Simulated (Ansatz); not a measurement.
`C[BH][SbH2]` + H₂Te → `CB[TeH]` + `[SbH3]` at 400 K and 1 bar (cleavage of the B–Sb bond).

Calculated with Ansatz (gas phase, PBE0-D4/def2-TZVP geometries, no zero-point term in ΔE). CCSD(T)/CBS is the MP2 limit (def2-TZVPP, def2-QZVPP) plus CCSD(T) − MP2 in def2-TZVPP, frozen cores. Elements past krypton have def2 core potentials. For Sb, Te outer-core shells are correlated without core-valence functions, which leaves a few kJ/mol of doubt a bond.

```tsv
species	CCSD(T)/CBS energy (Eh)	H − E (kJ/mol)	S (J/(mol·K))
`C[BH][SbH2]`	-306.44336	190.2	354.3
H₂Te	-268.91024	45.0	239.1
`CB[TeH]`	-333.59211	171.5	335.1
`[SbH3]`	-241.78682	65.3	245.6
```

H − E and S are ideal-gas, rigid-rotor, harmonic terms from PBE0-D4/def2-TZVP, for one conformer and one mirror image of each species. 1 Eh = 2625.50 kJ/mol, R = 8.31446 J/(mol·K).

By hand: ΔE, ΔH, ΔS and ΔG.

ΔE = (-333.59211) + (-241.78682) − (-306.44336) − (-268.91024) = -0.02533 Eh = -66.5 kJ/mol. Δ(H − E) = 171.5 + 65.3 − 190.2 − 45.0 = 1.6, so ΔH = -64.9 kJ/mol. ΔS = 335.1 + 245.6 − 354.3 − 239.1 = -12.7 J/(mol·K). ΔG = -64.9 − 400 × (-12.7)/1000 = -59.8 kJ/mol.

By hand: the equilibrium constant, and the temperature at which ΔG would vanish if ΔH and ΔS stayed fixed.

log₁₀ K = −ΔG/(RT ln 10) = 7.8. ΔG = 0 at ΔH/ΔS = 5110 K, far beyond where these terms or the molecules hold.

The number of gas molecules stays the same, so ΔS is small and ΔH decides. A doubt of 5 kJ/mol in ΔE shifts log₁₀ K by 0.7 here. Other conformers and mirror images would add mixing entropy, several J/(mol·K) or more a flexible species. These are equilibria of isolated gas molecules and say nothing of rates. Largest T1 diagnostic: 0.014 (customary marks: 0.02 for closed shells, 0.045 for open ones).
